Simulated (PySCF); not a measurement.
C4H12O3Si2, SMILES C[SiH](C)/C=C/[Si](O)(O)O (GFN2-xTB optimised geometry):

```
21

Si    -2.341    -2.614     2.950
C     -4.155    -2.096     3.217
C     -2.272    -4.487     2.607
C     -1.645    -1.688     1.460
C     -0.690    -0.761     1.498
Si    -0.019     0.172     0.000
O      1.610     0.172     0.000
O     -0.506     1.728     0.000
O     -0.535    -0.509    -1.386
H     -1.554    -2.298     4.156
H     -4.761    -2.307     2.340
H     -4.598    -2.625     4.056
H     -4.235    -1.032     3.421
H     -1.251    -4.823     2.452
H     -2.683    -5.054     3.437
H     -2.842    -4.748     1.720
H     -2.066    -1.929     0.489
H     -0.268    -0.517     2.466
H      2.066     0.850     0.488
H     -1.392     1.929    -0.283
H     -0.107    -1.303    -1.691
```

Method: B3LYP/def2-SVP (PySCF).

What are the frontier orbital energies and the dipole moment?

HOMO-2 -8.54 eV, HOMO-1 -7.40 eV, HOMO -7.36 eV, LUMO -0.56 eV, LUMO+1 1.01 eV; dipole moment 0.88 D.

On the same geometry PBE/def2-SVP in PySCF gives HOMO-2 -7.14 eV, HOMO-1 -6.39 eV, HOMO -6.20 eV, LUMO -1.33 eV, LUMO+1 0.45 eV; dipole moment 0.78 D.

Meta-Löwdin charges at B3LYP/def2-SVP: Si1 0.78, C2 -0.53, C3 -0.53, C4 -0.31, C5 -0.35, Si6 1.41, O7 -0.72, O8 -0.72, O9 -0.72, H10 -0.13, H11 0.11, H12 0.11, H13 0.11, H14 0.11, H15 0.11, H16 0.10, H17 0.09, H18 0.10, H19 0.33, H20 0.33, H21 0.33.
